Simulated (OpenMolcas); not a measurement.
# Si: from CASSCF to CASPT2

```
Program             : OpenMolcas 26.06
Basis               : ANO-RCC-VDZP [4s3p1d]
Scalar Hamiltonian  : DKH2, point nucleus
Active space        : 2 electrons in 3 orbitals (3p)
State averaging     : 2S+1 = 3 even, 3 roots; 2S+1 = 1 even, 6 roots
Spin-orbit coupling : state interaction with AMFI integrals over the reference wave functions, term energies averaged over their components
```

Methods on the same reference wave functions:
A. CASSCF
B. SS-CASPT2, IPEA 0.25 Eh, imaginary shift 0.1 Eh (closed shells correlated: 2s 2p 3s)

Energies in cm⁻¹ above 3s² 3p² ³P₀, the measured ground level; measured values from NIST Handbook of Basic Atomic Spectroscopic Data.

```csv
Level,A,B,Measured
3s² 3p² ³P₀,0.0,0.0,0.0
3s² 3p² ³P₁,65.9,66.3,77.1
3s² 3p² ³P₂,194,194,223
3s² 3p² ¹D₂,8885,7570,6299
3s² 3p² ¹S₀,21855,17390,15394
```

Deviations, from unrounded energies. A percentage is the sum of absolute deviations over the sum of measured energies, with the sign that they share, or ± where signs differ.

```csv
Against measurement,Levels,A,B
mean absolute deviation (cm-1),4,2300,830
fine structure of the ground term (%),2,-13.5,-13.3
other terms of the ground configuration (%),2,+41.7,+15.1
```

B lies closest to measurement on these levels. The largest miss of B in the table is 3s² 3p² ¹S₀, by +2000 cm-1. The ranking rests on the paired levels alone, and a cruder setting can come out closer through cancelling errors.

From A to B the spin-free energies of the other terms of 3s² 3p² shown, above ³P, scale by factors of 0.79 to 0.85.

The lowest spin-free term lies below A's lowest term by 0.054 hartree in B.

CASPT2 breaks the degeneracy within a term, and the mean is taken; among the terms shown or strongly mixed into the levels shown the widest spread is 110 cm-1 (3s² 3p² ¹D, B). With the s shell closed, the reference lacks s² → p² mixing. Without dynamic correlation excited terms often stand tens of per cent too high (terms of higher spin than the ground term too low), and those without a measured partner can miss by more than the paired ones (holds for A). Some terms miss by over 15 % even with CASPT2, which points to a basis or an active space too small for the shells correlated (holds for B). Computed and measured levels are paired by configuration, term and J; levels that our copy of the source lacks, or whose pairing is in doubt (as where it misses far off the trend of its configuration), stay unpaired and out of the deviations. Only configurations of the active space appear.
